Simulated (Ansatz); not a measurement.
CHO2 (SMILES O=C=[OH+]) moved off its minimum; all values from Ansatz (an electronic-structure program), cores frozen in correlated methods.
(charge 1, multiplicity 1)
```xyz
4

O      1.2326    -0.2989    -0.1789
C      0.2002     0.0619     0.0973
O     -1.0461     0.1346     0.1527
H     -1.7438     0.5605    -0.6312
```

Question: Give the forces (eV/Å), the total energy and the dipole at CCSD(T)/aug-cc-pVTZ.

Answer: 
```
atom      Fx      Fy      Fz
----  ------  ------  ------
O1     1.232   0.467   0.835
C2    -3.148  -0.769  -2.201
O3    -1.098   1.556  -1.150
H4     3.014  -1.253   2.517
```
Energy -188.5290 hartree.
